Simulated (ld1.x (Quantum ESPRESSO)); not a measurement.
An all-electron radial function and its pseudo partner (F)

Columns: radius, all-electron u(r) and pseudo u(r) of the 2s shell (level -29.64 eV) of fluorine in the configuration [He] 2s2 2p5; PBEsol, non-relativistic, TM scheme, ld1.x (Quantum ESPRESSO) 7.5.

| r (bohr) | all-electron | pseudo |
| --- | --- | --- |
| 0.065 | 0.4253 | -0.0753 |
| 0.130 | 0.4034 | -0.1552 |
| 0.195 | 0.1971 | -0.2440 |
| 0.260 | -0.0638 | -0.3458 |
| 0.325 | -0.3171 | -0.4625 |
| 0.390 | -0.5357 | -0.5909 |
| 0.455 | -0.7107 | -0.7216 |
| 0.520 | -0.8415 | -0.8394 |
| 0.585 | -0.9322 | -0.9303 |
| 0.650 | -0.9886 | -0.9883 |
| 0.715 | -1.0168 | -1.0168 |
| 0.780 | -1.0226 | -1.0226 |
| 0.845 | -1.0112 | -1.0112 |
| 0.910 | -0.9869 | -0.9869 |
| 0.975 | -0.9532 | -0.9532 |
| 1.040 | -0.9130 | -0.9130 |
| 1.105 | -0.8686 | -0.8686 |
| 1.170 | -0.8218 | -0.8218 |
| 1.235 | -0.7739 | -0.7739 |
| 1.300 | -0.7259 | -0.7259 |
| 1.365 | -0.6786 | -0.6786 |
| 1.430 | -0.6326 | -0.6326 |
| 1.495 | -0.5883 | -0.5883 |
| 1.560 | -0.5459 | -0.5459 |
| 1.625 | -0.5056 | -0.5056 |
| 1.690 | -0.4675 | -0.4675 |

How many radial nodes do the two functions have?

The all-electron 2s function has n − l − 1 = 1; the pseudo-wave has 0, since the states of the same l below it are removed with the core.

At about which radius was the pseudo-wave matched?

0.75 bohr. The columns agree to 0.0005 from 0.65 bohr on; several derivatives are matched, so the curves merge somewhat inside the radius.

Is the pseudo-wave norm-conserving?

Yes: the TM scheme keeps the norm inside the radius equal to the all-electron one, which fixes the energy derivative of the logarithmic derivative at the level.
